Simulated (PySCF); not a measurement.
C₃H₈Si.

```xyz
12

C      1.3351     0.1831     0.0000
C      0.3986    -0.1530    -1.2047
Si    -1.0615     0.0565     0.0000
C      0.3986    -0.1530     1.2047
H      2.2971    -0.3568     0.0000
H      1.5711     1.2600     0.0000
H      0.5078    -1.2057    -1.5137
H      0.5057     0.4810    -2.0965
H     -1.6499     1.4296     0.0000
H     -2.1781    -0.9372     0.0000
H      0.5078    -1.2057     1.5137
H      0.5057     0.4810     2.0965
```

The structure is a stationary point at B3LYP-D3(BJ)/def2-SVP.

All values below come from PBE0/pcSseg-1 run with PySCF. Non-relativistic, no solvent.

Computed absolute GIAO shielding of each atom: isotropic value and principal components (ppm):
| atom | σ(iso) | σ11 | σ22 | σ33 | span |
|---|---|---|---|---|---|
| C1 | 158.4 | 137.0 | 164.3 | 174.0 | 37.1 |
| C2 | 172.5 | 149.6 | 174.6 | 193.4 | 43.8 |
| Si3 | 375.3 | 339.2 | 359.3 | 427.3 | 88.1 |
| C4 | 172.5 | 149.6 | 174.6 | 193.4 | 43.8 |
| H5 | 28.9 | 24.1 | 26.5 | 36.0 | 11.9 |
| H6 | 29.0 | 25.5 | 27.7 | 33.8 | 8.3 |
| H7 | 29.8 | 26.9 | 27.6 | 35.0 | 8.1 |
| H8 | 30.2 | 26.1 | 27.1 | 37.4 | 11.4 |
| H9 | 26.4 | 24.3 | 24.6 | 30.5 | 6.2 |
| H10 | 26.4 | 23.4 | 23.9 | 31.8 | 8.4 |
| H11 | 29.8 | 26.9 | 27.6 | 35.0 | 8.1 |
| H12 | 30.2 | 26.1 | 27.1 | 37.4 | 11.4 |
